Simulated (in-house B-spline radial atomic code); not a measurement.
# Binding energies in Tc⁺

NIST's tabulated ground configuration is [Kr] 4d5 5s1; each binding energy is the energy of the ion with one electron taken from that subshell, relaxed, less that of the parent. Computed with an all-electron radial atomic-structure program (B-spline basis): Dirac-Kohn-Sham LDA VWN5, spherical fractional occupations, Fermi nucleus of rms radius 4.41117 fm. Energies include first-order Breit, QED and recoil terms.

```json
{"subshell": "1s", "X-ray name": "K", "binding energy (eV)": "21064.8", "-ε (eV)": "20836.9", "relaxation (eV)": "-279.5"}
{"subshell": "2s", "X-ray name": "L1", "binding energy (eV)": "3021.6", "-ε (eV)": "2979.5", "relaxation (eV)": "-47.6"}
{"subshell": "2p1/2", "X-ray name": "L2", "binding energy (eV)": "2803.8", "-ε (eV)": "2750.0", "relaxation (eV)": "-59.1"}
{"subshell": "2p3/2", "X-ray name": "L3", "binding energy (eV)": "2684.8", "-ε (eV)": "2631.9", "relaxation (eV)": "-56.5"}
{"subshell": "3s", "X-ray name": "M1", "binding energy (eV)": "540.4", "-ε (eV)": "524.7", "relaxation (eV)": "-16.4"}
{"subshell": "3p1/2", "X-ray name": "M2", "binding energy (eV)": "452.4", "-ε (eV)": "436.4", "relaxation (eV)": "-16.7"}
{"subshell": "3p3/2", "X-ray name": "M3", "binding energy (eV)": "432.6", "-ε (eV)": "416.7", "relaxation (eV)": "-16.3"}
{"subshell": "3d3/2", "X-ray name": "M4", "binding energy (eV)": "277.1", "-ε (eV)": "259.9", "relaxation (eV)": "-17.3"}
{"subshell": "3d5/2", "X-ray name": "M5", "binding energy (eV)": "273.3", "-ε (eV)": "256.1", "relaxation (eV)": "-17.2"}
{"subshell": "4s", "X-ray name": "N1", "binding energy (eV)": "88.25", "-ε (eV)": "80.99", "relaxation (eV)": "-7.38"}
{"subshell": "4p1/2", "X-ray name": "N2", "binding energy (eV)": "62.01", "-ε (eV)": "55.08", "relaxation (eV)": "-7.02"}
{"subshell": "4p3/2", "X-ray name": "N3", "binding energy (eV)": "58.95", "-ε (eV)": "52.09", "relaxation (eV)": "-6.91"}
{"subshell": "4d", "X-ray name": "N4,5", "binding energy (eV)": "19.97", "-ε (eV)": "14.31", "relaxation (eV)": "-5.65"}
{"subshell": "5s", "X-ray name": "O1", "binding energy (eV)": "15.18", "-ε (eV)": "11.72", "relaxation (eV)": "-3.48"}
```

Relaxation = -ε minus the binding energy without Breit, QED and recoil terms. With a density functional, K lines can miss by some tenths of a per cent, more in light atoms. For a density functional the relaxation so defined is negative, because -ε of a Kohn-Sham level is smaller than the binding energy.

Emission lines follow as differences of binding energies, with λ = 12398.42 eV·Å / E:

```
 line          holes  energy (eV)  wavelength (Å)
 K-L3     1s → 2p3/2      18380.0         0.67456
 K-L2     1s → 2p1/2      18261.0         0.67896
 K-M3     1s → 3p3/2      20632.2         0.60093
L3-M5  2p3/2 → 3d5/2       2411.5          5.1414
L2-M4  2p1/2 → 3d3/2       2526.7           4.907
L1-M3     2s → 3p3/2       2589.0          4.7889
L3-M1     2p3/2 → 3s       2144.4          5.7818
```

**Question.** What screening constant σ does Moseley's law, E = (3/4)·13.6057 eV·(Z - σ)², need for K-L3?

**Answer.** σ = 0.56.

Moseley's non-relativistic formula needs a falling, then negative, screening constant for heavy elements, because relativity binds the 1s electron more strongly than the formula allows.

**Question.** What does it cost to remove both a 4p3/2 and a 4d electron?

**Answer.** 92.336 eV, which is 13.41 eV more than the two single binding energies together.

**Question.** What does it cost to remove both a 1s and a 3p1/2 electron?

**Answer.** 21569 eV, which is 51.32 eV more than the two single binding energies together.

**Question.** What does it cost to remove both a 3s and a 3d5/2 electron?

**Answer.** 848.67 eV, which is 35.06 eV more than the two single binding energies together.
